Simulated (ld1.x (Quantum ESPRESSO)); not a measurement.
## An all-electron radial function and its pseudo partner (B (Z = 5))

Columns: radius, all-electron u(r) and pseudo u(r) of the 2s shell (level -9.44 eV) of boron in the configuration [He] 2s2 2p1; PBE, non-relativistic, PAW scheme, ld1.x (Quantum ESPRESSO) 7.5.

```tsv
r (bohr)	all-electron	pseudo
0.115	0.2846	-0.1023
0.230	0.2832	-0.2022
0.345	0.1623	-0.2973
0.460	0.0015	-0.3857
0.575	-0.1612	-0.4656
0.690	-0.3081	-0.5359
0.805	-0.4325	-0.5956
0.920	-0.5336	-0.6445
1.035	-0.6119	-0.6826
1.150	-0.6689	-0.7105
1.265	-0.7067	-0.7288
1.380	-0.7283	-0.7382
1.495	-0.7364	-0.7397
1.610	-0.7333	-0.7339
1.725	-0.7215	-0.7215
1.840	-0.7028	-0.7028
1.955	-0.6791	-0.6791
2.070	-0.6517	-0.6517
2.185	-0.6218	-0.6218
2.300	-0.5903	-0.5903
2.415	-0.5580	-0.5580
2.530	-0.5255	-0.5255
2.645	-0.4934	-0.4934
2.760	-0.4619	-0.4619
2.875	-0.4314	-0.4314
2.990	-0.4021	-0.4021
```

Question: How many radial nodes do the two functions have?

Answer: The all-electron 2s function has n − l − 1 = 1; the pseudo-wave has 0, since the states of the same l below it are removed with the core.

Question: At about which radius was the pseudo-wave matched?

Answer: 1.75 bohr, where the columns begin to agree (steps of 0.12 bohr).

Question: Is the pseudo-wave norm-conserving?

Answer: No, it belongs to a PAW set: the norm inside the radius is not constrained, and the difference is carried by the augmentation charge.
